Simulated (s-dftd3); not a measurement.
C3H8NO (SMILES CN(C)C=[OH+]), charge +1, singlet, geometry from GFN2-xTB; D3(bj) for pbe0 run with s-dftd3.

s-dftd3 was given this input:
```
$ s-dftd3 mol.xyz --bj pbe0 --json dftd3.json --noedisp --grad

# file mol.xyz
13

C     -0.73167972    -1.14649548     0.58147152
N     -0.32749045     0.16294619     0.12467996
C     -1.27175011     1.22630015     0.36089755
C      0.80219514     0.36526470    -0.45731035
O      1.63846582    -0.60936410    -0.66156684
H     -0.93219996    -1.11495839     1.65241951
H      0.04658152    -1.87864371     0.38168376
H     -1.64787047    -1.44599768     0.07212058
H     -0.90275906     2.17745703    -0.01518407
H     -1.46261890     1.31766064     1.43103265
H     -2.21775428     0.99337170    -0.12983891
H      1.04430255     1.37695391    -0.77701860
H      2.46443317    -0.36197009    -1.10579244
```

Problem. What does s-dftd3 print? Leave out banner, timings and long lists.

Solution. 
```
-----------------------------------
 s i m p l e   D F T - D 3  v1.4.0
-----------------------------------

Rational (Becke-Johnson) damping: pbe0-D3(BJ)
---------------------
  s6         1.0000
  s8         1.2177
  s9         0.0000
  a1         0.4145
  a2         4.8593
 alp        14.0000
--------------------

Dispersion energy:      -7.4084542060699E-03 Eh

Gradient norm:           4.4396195881571E-04 Eh/a0
--------------------------------------------------
     #    Z           dE/dx      dE/dy      dE/dz
--------------------------------------------------
     1    6 C    -3.891E-05 -1.122E-04  4.120E-05
     2    7 N    -2.543E-05  8.046E-06  1.058E-05
     3    6 C    -7.768E-05  1.105E-04  1.498E-05
     4    6 C     1.151E-04  3.011E-05 -6.105E-05
     5    8 O     1.665E-04 -3.891E-05 -7.162E-05
     6    1 H    -3.842E-05 -8.447E-05  8.238E-05
     7    1 H     4.022E-07 -1.100E-04  2.303E-05
     8    1 H    -7.333E-05 -1.009E-04  6.990E-06
     9    1 H    -3.946E-05  1.068E-04 -2.957E-06
    10    1 H    -6.758E-05  7.844E-05  6.205E-05
    11    1 H    -1.018E-04  6.362E-05 -9.230E-06
    12    1 H     7.992E-05  5.388E-05 -4.913E-05
    13    1 H     1.007E-04 -4.833E-06 -4.724E-05
--------------------------------------------------

Virial:
--------------------------------------------------
      component           x          y          z
--------------------------------------------------
          x       2.550E-03 -3.187E-04 -1.023E-03
          y      -3.187E-04  2.309E-03 -2.559E-04
          z      -1.023E-03 -2.559E-04  8.161E-04
--------------------------------------------------

[Info] JSON dump of results written to 'dftd3.json'
```
